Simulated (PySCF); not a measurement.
CH₄BBrO₂, SMILES OB(Br)OC. Heavy atoms are numbered as in [B:1]([Br:2])([OH:3])[O:5][CH3:6]. Hydrogens are named by the atom that carries them.

The structure is a stationary point at B3LYP-D3(BJ)/def2-SVP. The structure was generated by enumeration, and PubChem lists no compound with its InChIKey, so it may never have been made. The values are those of a single conformer.

Calculation: PBE/pcSseg-1 in PySCF.

GIAO shieldings, no solvent; atoms alike by connectivity are averaged. δ = σ(ref) − σ: ¹¹B against BF3 (σ = 83.9 ppm); ¹⁷O against H2O (σ = 334.3 ppm); ¹H against TMS (σ = 31.49 ppm); ¹³C against TMS (σ = 182.0 ppm), references at their B3LYP-D3(BJ)/def2-TZVP geometries, non-relativistic (without spin–orbit terms, shifts of atoms bonded to Cl or Br come out too high).

| nucleus | atoms | count | δ (ppm) |
|---|---|---|---|
| ¹¹B | B1 | 1 | 13.5 |
| ¹⁷O | O3 (OH) | 1 | 154.3 |
| ¹⁷O | O5 | 1 | 120.9 |
| ¹H | H on O3 | 1 | 4.43 |
| ¹H | H on C6 | 3 | 4.26 |
| ¹³C | C6 (CH3) | 1 | 58.0 |
